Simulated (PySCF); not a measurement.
Be(NMe2)(SiH3) (C2H9BeNSi), SMILES C[N](C)[Be][SiH3]. Atoms are numbered in the order given.

```xyz
14

Be    -0.2368     0.1352     0.1747
N      0.8515    -0.4759    -0.6683
C      2.2575    -0.1475    -0.5220
C      0.6035    -1.4545    -1.7109
H      2.8625    -1.0401    -0.2663
H      2.6791     0.2756    -1.4555
H      2.4095     0.5961     0.2773
H      0.9457    -1.0940    -2.7014
H      1.1306    -2.4087    -1.5112
H     -0.4720    -1.6810    -1.7939
Si    -1.7944     1.0043     1.4013
H     -2.8541     0.0092     1.7700
H     -2.5040     2.1485     0.7428
H     -1.2547     1.5358     2.6962
```

Geometry: B3LYP-D3(BJ)/def2-SVP. The values are those of a single conformer.

These are PBE/def2-TZVP run with PySCF values and carry that method's errors.

ESP charges are fitted to the potential on shells at 1.4 to 2.0 van der Waals radii. Atomic charges (e):

```tsv
atom	ESP fit	Löwdin
Be1	0.29	-0.06
N2	0.02	-0.02
C3	-0.58	-0.33
C4	-0.67	-0.33
H5	0.17	0.11
H6	0.18	0.11
H7	0.18	0.13
H8	0.20	0.11
H9	0.19	0.11
H10	0.21	0.13
Si11	-0.14	0.09
H12	-0.02	-0.02
H13	-0.03	-0.02
H14	-0.02	-0.02
```
